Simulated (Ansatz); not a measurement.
Ansatz (an electronic-structure program) input (CCSD(T)/aug-cc-pV(D+d)Z):
A basis named .json is the Basis Set Exchange file of that set.

Ansatz 0.2 input:
```yaml
crystal:
  periodic: [false, false, false]
  atoms:
    - {symbol: Si, position_ang: [-0.00146862, 0.02772839, 0.01498437]}
    - {symbol: C, position_ang: [1.53236642, -1.02402465, -0.03883585]}
    - {symbol: C, position_ang: [-1.44023535, -0.71545909, -0.90117810]}
    - {symbol: O, position_ang: [-0.55574372, 0.22934555, 1.56305928]}
    - {symbol: O, position_ang: [0.46547118, 1.47504821, -0.64200789]}
    - {symbol: H, position_ang: [1.34616186, -2.00800871, 0.39602535]}
    - {symbol: H, position_ang: [2.34884590, -0.55662798, 0.51637081]}
    - {symbol: H, position_ang: [1.87187653, -1.16458856, -1.06705481]}
    - {symbol: H, position_ang: [-1.19356382, -0.87312365, -1.95298420]}
    - {symbol: H, position_ang: [-2.31595967, -0.06428147, -0.85190918]}
    - {symbol: H, position_ang: [-1.72131798, -1.67803708, -0.46909508]}
    - {symbol: H, position_ang: [0.05303436, 0.59411166, 2.21025778]}
    - {symbol: H, position_ang: [-0.19912252, 2.16411071, -0.71971927]}
basis:
  gaussian:
    orbitals: aug-cc-pV_D+d_Z.json
magnetization: {spin_polarized: false}
correlation: {method: ccsd_t, electrons: outside_noble_gas}
output: {forces: true}
```

End of the output:

```
Total energy: -14152.89140943 eV, -520.1091661222 hartree
Atom 0 at    -0.001469     0.027728     0.014984 Å, force     0.028127    -0.531059    -0.286983 eV/Å
Atom 1 at     1.532366    -1.024025    -0.038836 Å, force    -0.231197     0.189377    -0.018820 eV/Å
Atom 2 at    -1.440235    -0.715459    -0.901178 Å, force     0.215534     0.106339     0.178624 eV/Å
Atom 3 at    -0.555744     0.229346     1.563059 Å, force    -0.465585    -0.011833     0.626838 eV/Å
Atom 4 at     0.465471     1.475048    -0.642008 Å, force     0.436823     0.554865    -0.333385 eV/Å
Atom 5 at     1.346162    -2.008009     0.396025 Å, force    -0.089571    -0.440300     0.197586 eV/Å
Atom 6 at     2.348846    -0.556628     0.516371 Å, force     0.360119     0.211235     0.250016 eV/Å
Atom 7 at     1.871877    -1.164589    -1.067055 Å, force     0.154956    -0.067021    -0.462937 eV/Å
Atom 8 at    -1.193564    -0.873124    -1.952984 Å, force     0.116468    -0.067534    -0.472018 eV/Å
Atom 9 at    -2.315960    -0.064281    -0.851909 Å, force    -0.386893     0.294265     0.023155 eV/Å
Atom 10 at    -1.721318    -1.678037    -0.469095 Å, force    -0.128336    -0.435589     0.191327 eV/Å
Atom 11 at     0.053034     0.594112     2.210258 Å, force     0.144244     0.075421     0.110892 eV/Å
Atom 12 at    -0.199123     2.164111    -0.719719 Å, force    -0.154691     0.121835    -0.004296 eV/Å
Dipole moment:    -0.003010     0.056840     0.030716 e Å
```
